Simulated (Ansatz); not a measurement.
CH7InSSi, SMILES `[CH3][InH][S][SiH3]`, charge 0, multiplicity 1.

**Question.** Give a relaxed structure at PBE0-D4/def2-TZVP (the Gaussian-basis code of Ansatz). (An estimate is asked.)

**Answer.** Ansatz gave: 
Cartesian coordinates in Å:
```
C 0.701 -1.941 -1.852
In -0.093 -0.238 -0.833
S 0.531 -0.134 1.493
Si -0.463 1.663 2.047
H -0.114 -2.566 -2.221
H 1.322 -2.524 -1.173
H 1.299 -1.620 -2.706
H -1.087 1.060 -1.358
H -0.185 1.907 3.486
H -1.934 1.564 1.854
H 0.023 2.829 1.262
```
Point group Cs.
This is one stationary point; other conformers may exist.
